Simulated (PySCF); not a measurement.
**Energy profile**

The step: SiNH₅O ([NH2][SiH2][OH]) + H₂ → SiNH₅ ([NH2][SiH3]) + H₂O; bonds formed: Si1–H7, O2–H6; bonds broken: Si1–O2, H6–H7 (atoms numbered as in the saddle structure below).

```
atom    x (Å)    y (Å)    z (Å)
 Si1  -0.1767  -0.5596   0.1304
  O2   1.4563   0.3798  -0.0956
  H3   0.3125  -1.7829  -0.5445
  H4  -1.3149  -0.9593   1.0159
  N5  -1.0304   0.6422  -0.7587
  H6   1.3688  -0.1045   1.0037
  H7   0.7564  -0.6858   1.6160
  H8   1.3359   1.3359  -0.0515
  H9  -0.6719   1.0893  -1.5863
 H10  -2.0360   0.6449  -0.7293
```

Electronic energies by CCSD(T) at an estimated basis limit (MP2 extrapolated from triple and quadruple zeta, plus CCSD(T) − MP2 in triple zeta), on PBE0-D4/def2-TZVP structures; SiNH₇O, closed shell; no counterpoise correction. PySCF 2.14 with density fitting (its default auxiliary sets; JK sets also for MP2 and CCSD(T)); basis: def2-TZVPP and def2-QZVPP; cores frozen in the correlated methods. Extrapolation: Hartree–Fock as exp(−7.88 √X), correlation as X^−2.97.

**Question.** Give the profile in kJ/mol, counted from the separated reactants. (To be estimated.)

**Answer.** By the calculation:
```csv
point,kJ/mol
"separated: SiNH₅O (linked as [NH2][SiH2][OH]; Si1, O2, H3, H4, N5, H8, H9, H10; singlet) + H₂ (H6, H7; singlet)",0.0
start structure,-2.4
saddle,232.1
end structure,74.1
"separated: SiNH₅ (linked as [NH2][SiH3]; Si1, H3, H4, N5, H7, H9, H10; singlet) + H₂O (O2, H6, H8; singlet)",88.8
```

No T1 diagnostic of these runs exceeds 0.012.

For scale, one of the runs: CCSD(T)/def2-TZVPP, 202 basis functions, launched by `OMP_NUM_THREADS=4 python run.py`. Time: 8.7 min of wall clock on 4 CPU threads of an Intel Xeon; the host was shared. Peak host memory: 2.5 GiB.
